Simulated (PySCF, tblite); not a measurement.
C2H9F3Si3.
Cartesian coordinates in Å at the GFN2-xTB level; atoms count from 1:
```
atom  x, y, z in Å
F1    -2.1644   -1.7987   -1.2484
C2    -0.9040   -1.3434   -1.0733
F3    -0.0919   -2.3899   -1.3242
F4    -0.6929   -0.4615   -2.0797
Si5   -0.6471   -0.5403    0.6876
Si6   -1.8506    1.4391    0.6892
C7     1.2401   -0.4207    0.8652
Si8    2.1878    0.5333   -0.5000
H9    -1.1513   -1.6323    1.5414
H10   -1.4504    2.3483   -0.3868
H11   -1.6138    2.1249    1.9640
H12   -3.2935    1.2162    0.5718
H13    1.6590   -1.4277    0.9175
H14    1.4601    0.0464    1.8256
H15    2.1547   -0.2171   -1.7502
H16    1.5743    1.8552   -0.6555
H17    3.5768    0.6805   -0.0543
```

Jobs on this species (17 atoms, 90 electrons) with PySCF (density fitting) and tblite. Hardware of each: an Intel Xeon Platinum 8259CL at 2.50 GHz with one thread (shared host). Other jobs ran on the host; a repeat could differ by tens of per cent or more.

```csv
level and settings,work,basis functions,SCF cycles,wall time
GFN2-xTB,L-BFGS relaxation,–,–,?
GFN2-xTB,Hessian by finite differences,–,–,1.8 s
PBE0/pcSseg-1,"shieldings, charges and field gradients",202,13,56 s
```

Problem. Fill in the missing figures.

Solution. 
- GFN2-xTB; L-BFGS relaxation: 1.1 s

Problem. What do all jobs in the table cost together?

Solution. About 59 s; the longest takes about 95 % of that, and about 51 times as long as the shortest.
